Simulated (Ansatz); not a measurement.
C4H8Sn can be A, `CC1=C[CH]1[SnH3]`, or B, `C=[CH][SnH2][CH]=C`.

Program: Ansatz. Geometries: PBE0-D4/def2-TZVP. ΔE: electronic, gas phase. CBS: MP2 limit from def2 TZ/QZ plus the TZ coupled-cluster correction, frozen cores. Functionals use def2-TZVPP. B3LYP here is the variant with VWN-RPA as its local correlation; programs differ in this. def2 core potentials past Kr. For Sn outer-core shells are correlated without core-valence functions, which leaves a few kJ/mol of doubt a bond. Each species was taken in one conformer, which may not be the lowest.

Problem. Which isomer does CCSD(T)/CBS put lower? Give the gap. (An estimate is asked.)

Solution. The calculation gave: B, by 30.4 kcal/mol.

Problem. Give E(B) − E(A) in kcal/mol with ωB97M-V, B3LYP, CCSD/def2-TZVPP, B2PLYP, r2SCAN-D4, B3LYP-D4, PBE0-D4. (Estimate.)

Solution. The calculation gave: ωB97M-V -26.9, B3LYP -28.4, CCSD/def2-TZVPP -30.2, B2PLYP -28.8, r2SCAN-D4 -24.7, B3LYP-D4 -28.6, PBE0-D4 -22.6. None reverses the order clearly.

Largest T1 diagnostic: 0.013.

In def2-TZVPP, CCSD(T) changes the Hartree–Fock value by +2.8 kcal/mol (the triples alone add −0.0 kcal/mol) and MP2 by +6.3 kcal/mol.
